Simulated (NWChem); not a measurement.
# Total energies of F$_{3}$Si

```
Si
F 1 1.6265
F 1 1.6265 2 107.83
F 1 1.6265 2 107.83 3 116.18
```
Charge 0, spin multiplicity 2.

Everything below was run with NWChem. All single points use one geometry, from UPBE/def2-SVP, a minimum by its harmonic frequencies.

Basis set: cc-pVDZ (60 functions).

```json
[
 {"method": "UHF", "total energy (Ha)": "-587.38379"},
 {"method": "UMP2", "total energy (Ha)": "-588.02042"},
 {"method": "UB2PLYP", "total energy (Ha)": "-588.80678"},
 {"method": "UPBE", "total energy (Ha)": "-588.70903"},
 {"method": "UB3LYP", "total energy (Ha)": "-589.15338"},
 {"method": "ULC-wPBE (omega 0.3 per bohr)", "total energy (Ha)": "-588.78426"}
]
```

Total energies of different functionals aren't comparable as a measure of quality: only differences taken within one method are. 

The correlated methods keep 8 core orbitals frozen. B3LYP has NWChem's definition, with VWN1-RPA local correlation. The structure started from a generated list of species. The unpaired electrons of the parent sit in orbitals of symmetry a' (Cs labels of the run); other states weren't searched. The stability of the SCF solutions was not checked. Open-shell Hartree-Fock references start from PBE0 orbitals.
